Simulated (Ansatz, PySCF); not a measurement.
Gas-phase reaction in SMILES: F[SiH2]N[SiH3] -> F[SiH2][N][SiH3] + H atom (the H-N bond at the site shown breaks; other sites are not compared here)
Each molecule is optimised on its own at B3LYP-D3(BJ)/def2-TZVP (Ansatz, a first-principles code), one conformer each, not searched for the lowest. Frequencies are from Ansatz.

Wanted: bond dissociation energy (enthalpy at 298 K, with B3LYP-D3(BJ) rigid-rotor harmonic-oscillator terms), in kcal/mol. Valence correlation only, unless marked. UHF or UKS for open shells. Spin-orbit coupling is left out. No relativistic terms. CBS marks a two-point X^-3 extrapolation of the correlation energy; Hartree-Fock from the larger set. [CCSD(T)-MP2]/basis is that difference in the basis named.

RI-MP2/CBS(cc-pV(T+d)Z,cc-pV(Q+d)Z)+[CCSD(T)-MP2]/cc-pV(T+d)Z (Ansatz) gives 112.7 kcal/mol.

Another calculation gave 105.5 kcal/mol. Which level was it?
(A) HF/def2-TZVPD (PySCF)
(B) B3LYP/def2-TZVPD (Ansatz)
(C) SVWN5/def2-TZVPD (Ansatz)
(D) revPBE/def2-TZVPD (Ansatz)

B, B3LYP/def2-TZVPD (Ansatz). The others give 117.1 (SVWN5), 81.1 (HF), 101.0 (revPBE) kcal/mol.
